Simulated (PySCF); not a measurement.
# A search over the determinants of AgCl

Unrestricted PBE0; basis Ag def2-TZVPP with ECP28, Cl def2-TZVPP; scalar-relativistic core potentials; PySCF 2.14. Outer shells of the fragments: Ag 4d10 5s1; Cl 3s2 3p5.

Followed along the bond (rough minima from three points):

```tsv
2Ms+1	unpaired	⟨S²⟩ at the start	R at minimum (Å)	Te (eV)
1	none	0.00	2.29	0.00
3	σ ↑↑	2.01	none in the scan	≤ 2.99
```

Solutions found at the starting distance of 2.305 Å, counted from the lowest of them; the search is not exhaustive and high or unbound solutions are not listed, so other states can lie among these:

```
2Ms+1  unpaired   term  E (eV)  ⟨S²⟩  ⟨Lz²⟩  μ (D)
    1      none    ¹Σ⁺    0.00  0.00   0.00  -5.66
    3      σ ↑↑    ³Σ⁺    3.00  2.01   0.00  -0.66
    3  σ ↑, π ↑     ³Π    3.14  2.01   1.01   0.89
    1  σ ↓, π ↑  mixed    3.23  1.01   1.01   1.06
    3  σ ↑, δ ↑     ³Δ    5.05  2.00   4.01  -3.29
    1  σ ↓, δ ↑  mixed    5.18  1.00   4.00  -3.05
    3  σ ↑, π ↑     ³Π    6.43  2.01   1.02  -0.99
```

A term symbol is given only where ⟨S²⟩ and ⟨Lz²⟩ are close to those of a pure state; real π, δ and φ orbitals otherwise mix terms. A positive dipole means Ag(−)Cl(+).

The measured ground state is X ¹Σ+ (Huber and Herzberg, Constants of Diatomic Molecules (1979)).

Spin–orbit coupling is left out. Counting both spins, an empty level lies below a filled one in some of these solutions, because spin and occupation are held.
